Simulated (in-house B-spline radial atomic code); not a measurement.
Values are calculated unless marked as measured or tabulated.
## What the choice of pseudopotential does to G0W0 on PBE: Ba²⁺

All numbers come from an all-electron radial atomic-structure program (B-spline basis), non-relativistic (model numbers for so heavy an element), configuration [Kr] 4d10 5s2 5p6, open shells at high spin. Semilocal Troullier-Martins pseudo-atoms, one channel per l, are made with PBE or LDA for several valence sets and radii, with or without a model core, and set against the all-electron atom. One channel fits only the lowest state of its l, so a second state of that l is approximate. All electrons give 5p: PBE -30.77 eV, G0W0 -36.28 eV. Potentials are made in the ion's own configuration unless the neutral atom is named, and a smooth local potential serves every l without a channel. Potentials that miss their own reference levels by more than 6 millihartree, or need radii over 3.5 bohr, are left out. Columns give pseudo minus all-electron, in eV; a dash marks a level in the core or of low weight.

```tsv
valence	made with	radii (bohr)	model core (bohr)	5p PBE	5p G0W0
5p	PBE, neutral atom	s 3.40 p 1.34 d 1.90	none	+0.11	+1.05
5p	PBE, neutral atom	s 3.40 p 1.51 d 2.14	none	+0.11	+0.97
5p	PBE, neutral atom	s 3.40 p 1.68 d 2.38	1.32	+0.08	+0.97
5p	PBE, neutral atom	s 3.40 p 1.93 d 2.74	1.32	+0.08	+0.98
5p	PBE, neutral atom	s 3.40 p 2.18 d 3.09	1.32	+0.09	+0.97
5s 5p	PBE, neutral atom	s 1.54 p 1.68 d 2.38	none	-0.08	+0.07
5s 5p	PBE, neutral atom	s 1.39 p 1.51 d 2.14	1.22	-0.14	-0.02
5s 5p	PBE, neutral atom	s 1.78 p 1.93 d 2.74	1.22	-0.08	+0.08
5s 5p	PBE, neutral atom	s 2.01 p 2.18 d 3.09	1.22	-0.18	-0.02
4d 5s 5p	PBE, neutral atom	s 1.54 p 1.68 d 0.70	none	-0.08	-0.83
4d 5s 5p	PBE	s 2.01 p 2.18 d 0.91	none	0.00	-0.81
4d 5s 5p	PBE, neutral atom	s 1.54 p 1.68 d 0.70	0.52	-0.08	-0.83
4d 5s 5p	PBE	s 1.78 p 1.93 d 0.80	0.52	0.00	-0.76
4d 5s 5p	PBE, neutral atom	s 2.01 p 2.18 d 0.91	0.52	-0.17	-0.99
```

(1) How does the G0W0 shift of 5p, which all sets hold, depend on the valence set?

Answers

(1) Mean size: 5s 5p: 0.05 eV; 4d 5s 5p: 0.84 eV; 5p: 0.99 eV. A larger valence set can do worse when it takes only part of a shell, whose exchange with the frozen rest is then left to the functional. The means mix radii and the functional used in making the potentials.
